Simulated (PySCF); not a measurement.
Isomers of C4H4. Isolated molecules, 0 K electronic values unless said otherwise. Strings in code marks are SMILES.

The T1 excitation (TDA) from two functionals at the same geometries (CAM-B3LYP-D3(BJ)/def2-TZVP), both in PySCF: PBE-D3(BJ)/def2-TZVP and CAM-B3LYP-D3(BJ)/def2-TZVP. Excitations are Tamm–Dancoff values on a coarser integration grid. The basis has no diffuse functions, so Rydberg states are missing or too high.

```csv
species,PBE-D3(BJ)/def2-TZVP (eV),CAM-B3LYP-D3(BJ)/def2-TZVP (eV)
`C#CC=C`,3.52,3.58
`C1=CC=C1`,1.29,1.28
`C=C1C=C1`,2.95,3.50
`C=C=C=C`,2.88,2.82
```

Over these rows, drawn at random from the members with no instability flagged (it was tested for open shells, ions and some series alone), PBE minus CAM-B3LYP-D3(BJ): mean -0.13 eV, from -0.55 eV to +0.06 eV.
